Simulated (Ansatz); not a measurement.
## Ligand exchange: AuH + CH8O4Si2 → AuOH + CH8O3Si2

Species: AuH, singlet; CH8O4Si2 `CO[SiH](O)[SiH](O)O`, singlet; AuOH `[OH][Au]`, singlet; CH8O3Si2 `CO[SiH](O)[SiH2]O`, singlet. The partners trade H for OH: Au–H and Si–OH bonds give way to Au–OH and Si–H.

Shapes, held fixed at every level: PBE0-D4/def2-TZVP. Flexible molecules stand in one conformer, not always the lowest. Programs: Ansatz 0.2.0. Electronic energies: no zero-point or thermal term.

```
               level                    kind  ΔE (kJ/mol)  less CCSD(T)/def2-TZVPP
       HF/def2-TZVPP            Hartree–Fock       +226.4                     -7.2
   PBE-D4/def2-TZVPP                     GGA       +219.3                    -14.3
r2SCAN-D4/def2-TZVPP                meta-GGA       +231.4                     -2.2
 B3LYP-D4/def2-TZVPP           global hybrid       +226.9                     -6.7
  wB97M-V/def2-TZVPP  range-separated hybrid       +225.8                     -7.8
      MP2/def2-TZVPP     perturbation theory       +245.3                    +11.7
     CCSD/def2-TZVPP   coupled cluster or CI       +236.7                     +3.1
  CCSD(T)/def2-TZVPP   coupled cluster or CI       +233.6                      0.0
```

The highest level, CCSD(T)/def2-TZVPP, gives ΔE = +233.6 kJ/mol; the levels span +219.3 to +245.3. The column of differences is taken from that level and isn't an error. No measured value is set beside it here. T1 is large for AuH, AuOH, so single-reference values are less sure there. For atoms past krypton def2 sets carry core potentials with scalar relativity. Correlated rows may include outer-core shells of Au, which these sets cover unevenly.
